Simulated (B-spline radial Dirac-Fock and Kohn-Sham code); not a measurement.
# Yb 4f5/2: cross section and angular parameters

System: the Yb atom, configuration [Xe] 4f14 6s2; threshold 10.31 eV (orbital energy of the model). Method: Dirac-Hartree-Slater photoionisation with a Latter tail; cross sections with all multipoles, angular parameters from the dipole term and its interference with E2. Computed with a radial B-spline solver.

For linearly polarised light dσ/dΩ = σ/(4π) [1 + β P₂(cos θ) + (δ + γ cos²θ) sin θ cos φ], with θ from the polarisation vector and φ the angle between the beam and the projection of the electron momentum on the plane normal to the polarisation.

```
hν (eV)   σ (kb)      β      γ      δ
     60     2310  0.596  0.007  0.010
   65.4     2490  0.537  0.007  0.011
   68.6     2590  0.507  0.007  0.011
    103     3190  0.356  0.006  0.015
    106     3200  0.351  0.006  0.015
    158     3090  0.354  0.007  0.019
    163     3050  0.359  0.007  0.020
    206     2670  0.416  0.009  0.023
    211     2630  0.424  0.010  0.023
    256     2190  0.494  0.012  0.025
    300     1810  0.560  0.016  0.028
    414     1070  0.708  0.028  0.034
    628      425  0.890  0.066  0.047
   1000      118  1.027  0.174  0.070
 1253.6     58.5  1.059  0.261  0.084
   1480     34.1  1.067  0.340  0.096
   1580     27.4  1.066  0.374  0.102
   1940        ?      ?      ?      ?
 2984.4     2.82  0.973  0.764  0.174
   3050     2.60  0.967  0.778  0.177
   3350     1.82  0.943  0.840  0.192
   3770     1.15  0.910  0.918  0.212
   4280    0.700  0.873  1.002  0.237
   4420    0.616  0.863  1.023  0.244
 8047.8   0.0516  0.680  1.405  0.409
   8250   0.0464  0.672  1.420  0.418
 9251.7   0.0283  0.638  1.486  0.460
   9910   0.0209  0.617  1.525  0.486
  13600  0.00511  0.524  1.684  0.628
  15000  0.00327  0.496  1.724  0.678
```

**Question.** Give the values at 1940 eV.

**Answer.** σ = 13.5 kb, β = 1.052, γ = 0.490, δ = 0.121.
